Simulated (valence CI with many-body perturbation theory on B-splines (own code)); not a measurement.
# Ta22+: E2, M1 decay

Calculated by configuration interaction combined with many-body perturbation theory (CI+MBPT): five valence electrons over a frozen Dirac-Fock core [Kr] 4d10, radial functions for each j: 7 s, 7 p, 7 d, 7 f, 4 g, 2 h, with the one-electron correlation potential Σ1, the two-electron term Σ2, the three-electron term Σ3, Breit, model QED; selected CI, second order for the rest, scaled by the run's own slope (own B-spline code, finite nucleus).

No measured spectrum was set against this ion. As an estimate, terms of the open shell hold to a few per cent of their energy, and close levels can change places. Among the levels kept, up to 990 cm⁻¹ of a level comes from second order outside the variational space, and about a tenth of that is noise between levels of different J, which matters for small intervals. Only levels of the ground parity were solved; by the run's estimate the other parity begins above the list, which can be wrong where configurations are misplaced.

Lines 51 to 100 of 120 in falling wavelength, among levels below 274470 cm⁻¹, chosen from the decays that carry over 1 % of a level's rate. Wavelengths and rates use the calculated energies, so an error of 2000 cm⁻¹ moves a line at 4785 Å by 9.6 % and its rate by three times that or more. Electric multipoles are in the length gauge, E1 and E2 with the static RPA response of the core. S is in atomic units (e²a₀⁴ for E2 and M2, e²a₀⁶ for E3), for M1 in squared Bohr magnetons. Weak lines are less certain than strong ones. Lines between different terms over intervals too small for the method are left out, as are lines whose strength nearly cancels. Where a level lies close to another of its J and parity, the split of strength between their lines is uncertain.

Names give the largest LS component (configuration and term), which can be under half, so a name can repeat, a term be missing and a line seem to break the LS rules; names also repeat where a configuration has a term twice. Letters in brackets count levels of one name in rising energy.

| λ vac (Å) | Upper | Lower | Type | A (s⁻¹) | S (a.u.) |
| --- | --- | --- | --- | --- | --- |
| 4785 | 4f5 2G°_9/2 [a] | 4f5 4I°_9/2 [a] | M1 | 4.77e+01 | 1.94e+00 |
| 4656 | 4f5 6F°_3/2 | 4f5 6H°_5/2 | M1 | 1.61e+01 | 2.41e-01 |
| 4647 | 4f5 6F°_5/2 [b] | 4f5 6F°_5/2 [a] | M1 | 8.60e+01 | 1.92e+00 |
| 4582 | 4f5 6F°_5/2 [a] | 4f5 6H°_5/2 | M1 | 5.67e+01 | 1.21e+00 |
| 4573 | 4f5 6F°_5/2 [b] | 4f5 6F°_3/2 | M1 | 1.38e+02 | 2.94e+00 |
| 4559 | 4f5 6F°_1/2 | 4f5 6H°_5/2 | E2 | 5.20e-03 | 1.83e-02 |
| 4404 | 4f5 4G°_9/2 [a] | 4f5 6F°_11/2 | M1 | 1.73e+01 | 5.47e-01 |
| 4254 | 4f5 6P°_3/2 | 4f5 6F°_5/2 [b] | M1 | 2.11e+01 | 2.41e-01 |
| 4227 | 4f5 4L°_15/2 | 4f5 4M°_15/2 | M1 | 1.02e+02 | 4.58e+00 |
| 4053 | 4f5 4L°_13/2 [a] | 4f5 6H°_13/2 | M1 | 9.92e+01 | 3.43e+00 |
| 3992 | 4f5 4F°_5/2 | 4f5 6F°_5/2 [b] | M1 | 1.05e+02 | 1.48e+00 |
| 3888 | 4f5 4M°_17/2 | 4f5 6H°_15/2 | M1 | 2.86e+01 | 1.12e+00 |
| 3682 | 4f5 4G°_7/2 [a] | 4f5 6F°_7/2 | M1 | 7.32e+01 | 1.08e+00 |
| 3598 | 4f5 4F°_3/2 [a] | 4f5 6F°_1/2 | M1 | 2.54e+02 | 1.76e+00 |
| 3597 | 4f5 6F°_11/2 | 4f5 6H°_9/2 | M1 | 4.72e-01 | 9.77e-03 |
| 3583 | 4f5 4F°_3/2 [a] | 4f5 6F°_5/2 [a] | M1 | 5.62e+00 | 3.84e-02 |
| 3539 | 4f5 4F°_3/2 [a] | 4f5 6F°_3/2 | M1 | 1.05e+02 | 6.91e-01 |
| 3498 | 4f5 4H°_11/2 [a] | 4f5 6F°_11/2 | M1 | 2.27e+01 | 4.33e-01 |
| 3435 | 4f5 4P°_5/2 [a] | 4f5 6F°_7/2 | M1 | 1.02e+02 | 9.20e-01 |
| 3322 | 4f5 4G°_9/2 [a] | 4f5 6F°_9/2 | M1 | 7.94e+00 | 1.08e-01 |
| 3270 | 4f5 4H°_7/2 [a] | 4f5 6F°_5/2 [b] | M1 | 2.71e+01 | 2.81e-01 |
| 3249 | 4f5 2G°_9/2 [a] | 4f5 6F°_11/2 | M1 | 1.83e+01 | 2.33e-01 |
| 3245 | 4f5 4L°_13/2 [a] | 4f5 6H°_11/2 | M1 | 7.51e+01 | 1.33e+00 |
| 3195 | 4f5 4K°_11/2 | 4f5 6H°_11/2 | M1 | 1.11e+02 | 1.61e+00 |
| 3115 | 4f5 4K°_15/2 [a] | 4f5 6H°_15/2 | M1 | 5.53e+01 | 9.92e-01 |
| 2862 | 4f5 6F°_5/2 [b] | 4f5 6H°_7/2 | M1 | 2.14e+02 | 1.12e+00 |
| 2779 | 4f5 4H°_11/2 [a] | 4f5 6F°_9/2 | M1 | 3.29e+01 | 3.14e-01 |
| 2753 | 4f5 4P°_5/2 [a] | 4f5 6F°_5/2 [a] | M1 | 1.69e+02 | 7.84e-01 |
| 2727 | 4f5 4P°_5/2 [a] | 4f5 6F°_3/2 | M1 | 1.84e+01 | 8.29e-02 |
| 2720 | 4f5 4K°_15/2 [a] | 4f5 6H°_13/2 | M1 | 1.24e+01 | 1.49e-01 |
| 2694 | 4f5 4L°_15/2 | 4f5 6H°_15/2 | M1 | 8.48e+01 | 9.84e-01 |
| 2686 | 4f5 4H°_7/2 [a] | 4f5 6F°_9/2 | M1 | 1.16e+01 | 6.66e-02 |
| 2654 | 4f5 4I°_9/2 [a] | 4f5 6H°_9/2 | M1 | 8.62e+01 | 5.98e-01 |
| 2648 | 4f5 4G°_9/2 [a] | 4f5 6F°_7/2 | M1 | 1.80e+01 | 1.24e-01 |
| 2620 | 4f5 2G°_9/2 [a] | 4f5 6F°_9/2 | M1 | 1.63e+02 | 1.08e+00 |
| 2609 | 4f5 4K°_11/2 | 4f5 6H°_9/2 | M1 | 1.74e+02 | 1.37e+00 |
| 2541 | 4f5 4F°_5/2 | 4f5 6F°_7/2 | M1 | 5.71e+01 | 2.08e-01 |
| 2506 | 4f5 4G°_7/2 [a] | 4f5 6H°_9/2 | M1 | 2.64e+02 | 1.23e+00 |
| 2394 | 4f5 4L°_15/2 | 4f5 6H°_13/2 | M1 | 1.08e+02 | 8.75e-01 |
| 2388 | 4f5 4L°_13/2 [b] | 4f5 6H°_13/2 | M1 | 6.91e+01 | 4.88e-01 |
| 2320 | 4f5 2P°_1/2 [a] | 4f5 6F°_1/2 | M1 | 9.94e+01 | 9.19e-02 |
| 2315 | 4f5 4H°_11/2 [a] | 4f5 6H°_13/2 | M1 | 5.47e+00 | 3.02e-02 |
| 2307 | 4f5 6F°_5/2 [b] | 4f5 6H°_5/2 | M1 | 1.99e+02 | 5.44e-01 |
| 2301 | 4f5 4G°_9/2 [a] | 4f5 6H°_11/2 | M1 | 1.20e+02 | 5.43e-01 |
| 2295 | 4f5 2P°_1/2 [a] | 4f5 6F°_3/2 | M1 | 3.26e+02 | 2.92e-01 |
| 2228 | 4f5 4H°_7/2 [a] | 4f5 6F°_7/2 | M1 | 5.31e+01 | 1.74e-01 |
| 2226 | 4f5 6P°_3/2 | 4f5 6F°_1/2 | M1 | 1.13e+01 | 1.85e-02 |
| 2221 | 4f5 6P°_3/2 | 4f5 6F°_5/2 [a] | M1 | 3.08e+00 | 5.01e-03 |
| 2204 | 4f5 6P°_3/2 | 4f5 6F°_3/2 | M1 | 6.20e+01 | 9.84e-02 |
| 2195 | 4f5 4I°_9/2 [a] | 4f5 6H°_7/2 | M1 | 2.53e+02 | 9.93e-01 |
